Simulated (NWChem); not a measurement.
Dipole moment of boron oxyfluoride (BFO)

SMILES: B(=O)F
```xyz
3

F      0.0000     0.0000    -1.1962
B      0.0000     0.0000     0.0865
O      0.0000     0.0000     1.2917
```
Charge 0, spin multiplicity 1.

All runs are NWChem calculations. Structure: optimised with PBE0/def2-SVP, a minimum by its harmonic frequencies.

Basis set: def2-SVPD. The CCSD dipole comes from the Λ equations, without orbital relaxation.

```json
[
 {"method": "PBE", "dipole moment (D)": "2.06", "difference from CCSD": "-0.01"},
 {"method": "B3LYP", "dipole moment (D)": "2.14", "difference from CCSD": "+0.07"},
 {"method": "CCSD", "dipole moment (D)": "2.07", "difference from CCSD": "0.00"},
 {"method": "LDA (SVWN5)", "dipole moment (D)": "2.06", "difference from CCSD": "-0.01"},
 {"method": "HF", "dipole moment (D)": "2.43", "difference from CCSD": "+0.36"}
]
```

The values span 0.37 D, from PBE (lowest) to HF (highest). 

The correlated methods keep 3 core orbitals frozen. B3LYP has NWChem's definition, with VWN1-RPA local correlation. No row is a measurement; the coupled-cluster row has its own basis-set and correlation limits.
